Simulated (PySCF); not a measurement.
From computed data to an observable: oscillator strength and radiative lifetime

H2O3Ti, SMILES [OH][Ti]([OH])=[O], multiplicity 1.

Coordinates come from a PBE0-D3(BJ)/def2-SVP optimisation. The multiplicity is an assumed one; other spin states were not compared. One conformer was computed; it need not be the lowest.

TDA-PBE/def2-SVPD (PySCF) puts the first singlet state with f over 0.02 at 4.45 eV (vertical), with the transition dipole (-0.428, -0.092, 0.000) in atomic units.

Problem. Find the oscillator strength, the wavelength and the radiative lifetime that this transition would have in vacuum if emission retraced absorption.

Solution. 
|μ|² = 0.1916 au, so |μ| = 1.11 D. ΔE = 4.45/27.211 = 0.1635 hartree. f = (2/3) ΔE |μ|² = 0.021 (the program prints 0.021).
λ = 1239.84/4.45 = 279 nm; ν = 35892 cm⁻¹.
Einstein's coefficient A = 0.6670 ν² f s⁻¹ (ν in cm⁻¹) = 1.8e7 s⁻¹, so τ = 1/A = 56 ns. This state is S4; the lower singlets have f = 0.011, 0.001, 0.013. The figure is the radiative limit of this one transition; relaxation, internal conversion, crossing to triplets and a medium change what is measured.
